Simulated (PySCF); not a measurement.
Te(iPr)(SH) (C3H8STe), SMILES CC(C)[Te]S.

Geometry: r2SCAN-D4/def2-SVP. The def2 effective core potentials stand for the cores of Te; spin–orbit coupling is left out. The values are those of a single conformer.

Two levels are set side by side: PBE/def2-TZVP (PySCF) and r2SCAN/def2-TZVP (PySCF). Same geometry, gas phase. Differences are taken from unrounded values.

```json
[
 {"quantity": "orbital gap (eV)", "r2SCAN": "3.15"},
 {"quantity": "highest occupied level (eV)", "r2SCAN": "-5.37"},
 {"quantity": "lowest empty level (eV)", "r2SCAN": "-2.23"},
 {"quantity": "dipole moment (D)", "r2SCAN": "2.16"},
 {"quantity": "mean polarisability (bohr³)", "r2SCAN": "97.6"}
]
```

Q: What does PBE give, and how far is it from r2SCAN? (Estimate from the structure and the level; the computed values follow.)

A: 
| quantity | PBE | PBE minus r2SCAN |
|---|---|---|
| orbital gap (eV) | 2.77 | -0.37 |
| highest occupied level (eV) | -5.14 | 0.23 |
| lowest empty level (eV) | -2.37 | -0.14 |
| dipole moment (D) | 2.03 | -0.12 |
| mean polarisability (bohr³) | 99.7 | 2.1 |

Rough cost on one machine, each run with all the roots and properties that it gave: r2SCAN against PBE about 3 times.
